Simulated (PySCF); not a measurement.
Species: BrClFGeH.
SMILES: `[F][Ge@@H]([Cl])[Br]`

Method used: PySCF 2.14.0, density-fitted response routines, TDDFT PBE0/def2-SVPD, vertical, gas phase, core orbitals frozen in the response. Geometry: PBE0-D3(BJ)/def2-SVP; no solvent, vibrations or thermal averaging. The PBE0/def2-SVPD calculation is non-relativistic and has no spin–orbit coupling, an omission that weighs most on bromine and germanium.

Problem. What does the calculation give for the low-lying excited states?

Solution. 

| state | E (eV) | E (kJ/mol) | λ (nm) | f | \|μ\| (D) | main configurations (H = HOMO, L = LUMO) |
| --- | --- | --- | --- | --- | --- | --- |
| S1 | 6.09 | 587 | 203.7 | 0.020 | 0.94 | H→L (91%) |
| S2 | 6.13 | 592 | 202.1 | 0.0096 | 0.64 | H-1→L (92%) |
| S3 | 6.80 | 656 | 182.3 | 0.040 | 1.24 | H-2→L (91%) |
| S4 | 6.96 | 671 | 178.2 | 0.016 | 0.78 | H-3→L (94%) |
| S5 | 7.47 | 720 | 166.1 | 0.0008 | 0.17 | H→L+1 (85%), H-1→L+1 (12%) |
| S6 | 7.62 | 735 | 162.7 | 0.0025 | 0.30 | H-1→L+1 (57%), H→L+2 (18%), H→L+1 (11%) |
| S7 | 7.72 | 745 | 160.5 | 0.0063 | 0.46 | H→L+2 (66%), H-1→L+2 (13%), H-4→L (10%) |
| S8 | 7.83 | 755 | 158.4 | 0.0062 | 0.46 | H-1→L+2 (72%), H-4→L (12%), H-1→L+1 (9%) |
| S9 | 8.05 | 777 | 154.0 | 0.0026 | 0.29 | H-2→L+1 (90%) |
| S10 | 8.22 | 793 | 150.9 | 0.0057 | 0.43 | H-2→L+2 (64%), H-5→L (25%) |

Triplets (Tamm–Dancoff): T1 5.55 eV, H→L (95%); T2 5.64 eV, H-1→L (95%); T3 6.15 eV, H-2→L (93%); T4 6.47 eV, H-3→L (90%).

The lowest singlet comes at 204 nm (587 kJ/mol) in the ultraviolet; it is weak; its leading configuration is HOMO→LUMO (91%). The strongest level in the table is S3 at 6.80 eV (182 nm, f = 0.040). Löwdin shares by element: HOMO bromine 81%, chlorine 13%, germanium 5%; LUMO bromine 32%, germanium 24%, chlorine 22%, hydrogen 14%. Of the 10 states listed, 3 reach f = 0.01 and none stays under 0.0005. Orbital energies (eV): HOMO-3 -10.07, HOMO-2 -9.79, HOMO-1 -9.25, HOMO -9.16, LUMO -1.68, LUMO+1 -0.35, LUMO+2 -0.18. The oscillator strengths of these states sum to 0.110; summed over the whole spectrum of an exact calculation they would give the number of electrons, 94 (Thomas–Reiche–Kuhn). The vertical ionisation energy (ΔSCF) is 11.40 eV, 3.18 eV above S10. The window holds the lowest 10 singlets.

Hardware: an Arm Neoverse V1 with one thread, on a shared host. Cost: 86 s of wall time.
